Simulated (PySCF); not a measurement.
# Gas-phase thermal properties of GaOH

Method: PySCF energies (xtb for GFN2) plus ideal-gas RRHO corrections (1 bar). 6-31G* has spherical d functions here. All species are closed-shell singlets. B3LYP is the form with VWN-RPA correlation. Ga: all electrons, no relativistic terms. GaOH: computed as isolated molecules; such fragments, hydroxides, amides, oligomers or adducts are transient or little studied in the gas. The harmonic model lacks anharmonicity and excited electronic states, which grow with temperature; levels with a mode under 35 cm⁻¹ are left out. Warning, point group unlike the PBE0 one: GaOH (GFN2-xTB).

```
level           point group  σ  ZPE (kJ/mol)  S°298 (J/mol/K)  Cp298 (J/mol/K)  S°1000 (J/mol/K)  H1000 − H298 (kJ/mol)
--------------  -----------  -  ------------  ---------------  ---------------  ----------------  ---------------------
B3LYP/6-31G*             Cs  1          29.3            247.6             42.4             304.2                   33.3
GFN2-xTB                C∞v  1          31.9            232.1             43.4             292.2                   35.5
HF/6-31G*                Cs  1          31.9            246.1             41.8             302.2                   33.1
PBE0/def2-TZVP           Cs  1          29.9            247.4             43.0             304.3                   33.5
```
σ: rotational symmetry number. Electronic degeneracy used: 1. Frequencies are unscaled.
